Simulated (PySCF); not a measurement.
A GIAO shielding run with PySCF 2.14 (density fitting, non-relativistic, gas phase) on SMILES Cc1nsnc1SC(F)(F)F, C$_{4}$H$_{3}$F$_{3}$N$_{2}$S$_{2}$:

```
{"job": {"kind": "nmr", "xc": "PBE0", "basis": "pcSseg-1"}, "charge": 0, "multiplicity": 1}
C     -2.199261    -0.834303    -0.582864
C     -1.405521     0.286866    -0.028608
N     -1.934808     1.415793     0.375301
S     -0.779842     2.413813     0.928267
N      0.469266     1.411413     0.663219
C      0.009231     0.297924     0.145781
S      1.056742    -1.040807    -0.283287
C      2.666624    -0.280186     0.149462
F      2.912927     0.812398    -0.562240
F      3.632258    -1.158390    -0.113208
F      2.749616     0.032667     1.435759
H     -3.211665    -0.500402    -0.788053
H     -1.734449    -1.203030    -1.495576
H     -2.231797    -1.654231     0.133879
```

Hardware: 1 thread of an Arm Neoverse V1, shared host. The job also computes population analyses, field gradients, ring-centre shieldings.

Task: How large is the calculation?

Result: 100 electrons, 216 basis functions and 1159 auxiliary functions.

Task: How long does it take?

Result: 39 s of wall time, with 15 SCF cycles and 5 response iterations. Times on a shared host scatter by some tens of per cent.
